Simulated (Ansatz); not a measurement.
A structure relaxed at PBE0-D4/def2-TZVP, charge 0, multiplicity 1:

```
atom   x (Å)   y (Å)   z (Å)
  F1   0.240   2.272   0.677
  C2   0.176   1.037   0.190
  C3  -0.450   0.028   0.819
 In4  -0.009  -1.379  -0.657
  S5   0.980   0.792  -1.369
  H6  -0.955   0.124   1.771
  H7   0.018  -2.873  -1.432
```

(1) Give its formula and SMILES.

(2) Point group (tolerance 0.08 Å, 0.16 Å for H)?

(3) Summarise the bond lengths by kind.

Answers

(1) C2H2FInS, `FC1=[CH][InH][S]1`.

(2) Cs.

(3) 1 × C–F 1.329 Å; 1 × C–C 1.343 Å; 1 × C–S 1.771 Å; 1 × C–In 2.086 Å; 1 × C–H 1.081 Å; 1 × In–S 2.489 Å; 1 × H–In 1.684 Å.

Computed with Ansatz.
